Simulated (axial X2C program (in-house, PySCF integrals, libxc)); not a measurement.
Potential curves of ZrSe, without spin–orbit coupling

Calculated with an in-house all-electron X2C program for linear molecules (integrals from PySCF). Spin-free means the one-electron spin-free X2C Hamiltonian. Basis: Zr dyall-cv3z [11s12p9d6f3g], Se dyall-cv3z [8s9p6d4f1g] (cores contracted in-house); Gaussian nuclei, density fitting, unrestricted open shells. Masses: Zr 89.905 u, Se 79.917 u.

State: M_S = 1, Λ = 2 (beyond evenly filled blocks: σα, δ+α). Energies in cm⁻¹ from the fragments at the same level (Zr + Se). Fits are polynomials in 1 − R0/R over 0.85 to 1.23 times the lowest point R0.

```json
{"R (Å)": "2.1103", "CCSD": "-28532", "PBE0": "-36735", "BP86": "-38797", "CCSD(T)": "-30584"}
{"R (Å)": "2.1799", "CCSD": "-31901", "PBE0": "-39580", "BP86": "-41807", "CCSD(T)": "-34058"}
{"R (Å)": "2.2494", "CCSD": "-33781", "PBE0": "-41027", "BP86": "-43441", "CCSD(T)": "-36053"}
{"R (Å)": "2.3190", "CCSD": "-34504", "PBE0": "-41394", "BP86": "-44014", "CCSD(T)": "-36896"}
{"R (Å)": "2.4002", "CCSD": "-34217", "PBE0": "-40791", "BP86": "-43673", "CCSD(T)": "-36752"}
{"R (Å)": "2.4813", "CCSD": "-33030", "PBE0": "-39381", "BP86": "-42541", "CCSD(T)": "-35697"}
{"R (Å)": "2.5857", "CCSD": "-30595", "PBE0": "-36774", "BP86": "-40306", "CCSD(T)": "-33351"}
```

Correlated methods: 10 electrons correlated (number of frozen shells: Zr 4 s, 3 p, 1 d; Se 3 s, 2 p, 1 d), 324 virtual spin orbitals or spinors in MP2, 90 natural virtuals in coupled cluster.

The state is one determinant whose occupation by symmetry is held fixed; it was picked as the lowest of a PBE0 search that is not exhaustive. De is counted from the lowest determinant-based energies of the atoms at the same level, without counterpoise correction. Coupled cluster ran in a truncated set of natural virtual spinors; the MP2 energy of the rest was added. (T) has no such correction and the atoms are truncated less, which lowers De at CCSD(T) by a hundredth of an eV or more. Other states lie close and PBE0, whose exact exchange favours high spin, may order them wrongly; the determinant shown need not be the ground state. The nearest other spin-free determinant of the search, M_S = 0, Λ = 0, lies 0.37 eV up at the distance of the search. Without a current term, density functionals place determinants with orbital angular momentum somewhat too high. The outer-core s and p shells of the metal are frozen in the correlated rows, which leaves out core–valence correlation; for alkali and alkaline-earth bonds that tends to lengthen them. The determinant is spin-polarised beyond a pure state at some levels (its spin-free form has ⟨S²⟩ too high), which makes Re and μ there less reliable. With the outer-core shells frozen, correlated bond lengths of heavy atoms tend to come out a few hundredths of an ångström too long. Spin-free De lacks the spin–orbit lowering of the heavy p-block atom, a tenth of an eV or more for 4p and 5p, up to an eV for 6p and one to two eV for 7p atoms, less what an open-shell molecule gains itself. Coupled cluster ran on the points near the minimum only. MP2 and coupled cluster on one determinant become unreliable at the stretched end.

Question: What are Re, ωe and De at the CCSD level?

Answer: At CCSD, spin-free: Re = 2.337 Å, ωe ≈ 372 cm⁻¹, De = 4.28 eV to Zr + Se; Be follows as 0.0729 cm⁻¹.

Question: Fit the PBE0 curve near its minimum: give the equilibrium distance, the harmonic wavenumber and the well depth.

Answer: At PBE0, spin-free: Re = 2.312 Å, ωe ≈ 373 cm⁻¹, De = 5.13 eV to Zr + Se; Be follows as 0.0745 cm⁻¹.

Question: What are Re, ωe and De at the BP86 level?

Answer: At BP86, spin-free: Re = 2.331 Å, ωe ≈ 356 cm⁻¹, De = 5.46 eV to Zr + Se; Be follows as 0.0734 cm⁻¹.

Question: Fit the CCSD(T) curve near its minimum: give the equilibrium distance, the harmonic wavenumber and the well depth.

Answer: At CCSD(T), spin-free: Re = 2.348 Å, ωe ≈ 364 cm⁻¹, De = 4.58 eV to Zr + Se; Be follows as 0.0723 cm⁻¹.
